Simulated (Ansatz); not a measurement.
The molecule SN-, multiplicity 3 (lowest of 2S+1 = 1, 3, 5 at CCSD(T)/def2-TZVPP on PBE0 minima; our sources give no spin for the ground state, which may be another).

Seven points along R, fitted to fifth degree in 1/R; most abundant isotopes. In def2 and cc sets the state is the lowest found near the PBE0 minimum, followed along R.

Cores are frozen in the correlated methods. CBS(a, b) extrapolates the correlation energy as X⁻³ and adds the Hartree–Fock energy of set b.

Programs: Ansatz (Gaussian orbitals). Values without a source in brackets are computed.

**Question.** What bond length and harmonic frequency does B3LYP/def2-TZVPP give?

**Answer.** r_e = 1.599 Å, ω_e = 933 cm⁻¹.

**Question.** What bond length and harmonic frequency does CCSD/aug-cc-pV(T+d)Z give?

**Answer.** r_e = 1.591 Å, ω_e = 943 cm⁻¹.

**Question.** What bond length and harmonic frequency does CCSD(T)/CBS(aug-cc-pV(T+d)Z, aug-cc-pV(Q+d)Z) give?

**Answer.** r_e = 1.585 Å, ω_e = 951 cm⁻¹.

Ansatz is a program for electronic structure.
